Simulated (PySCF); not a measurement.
# Working with the constants of ErBr

TPSSh constants of ErBr, quartet, about 11.7 electrons in the 4f shell (Mulliken), real f orbitals that mix terms (PySCF, spin-free X2C with a Gaussian nucleus, basis sets Er x2c-SVPall, Br x2c-SVPall; masses 165.9303 and 78.9183 u):

- ωe: 209.9 cm⁻¹
- ωexe: 0.433 cm⁻¹
- Be: 0.046376 cm⁻¹
- αe: 0.000137 cm⁻¹
- De to Er (4f12 6s2) + Br: 3.97 eV

(1) What force constant and bond length do these constants imply?

(2) Estimate the centrifugal constant D from the Kratzer relation and find the Dunham coefficient a1.

Spin–orbit coupling is left out, which matters for elements this heavy, above all for dissociation energies. The state is the lowest single determinant that the PBE0 search found; with open d or f shells the true ground state can be another one.

Answers

(1) Reduced mass μred = 53.482 u; k = 5.8918×10⁻⁷·μred·ωe² (u, cm⁻¹, mdyn/Å) = 1.39 mdyn/Å; Re = √(16.8576/(μred·Be)) (u, cm⁻¹, Å) = 2.607 Å.

(2) D = 4Be³/ωe² = 9.06e-09 cm⁻¹; a1 = −1 − αeωe/(6Be²) = -3.23.
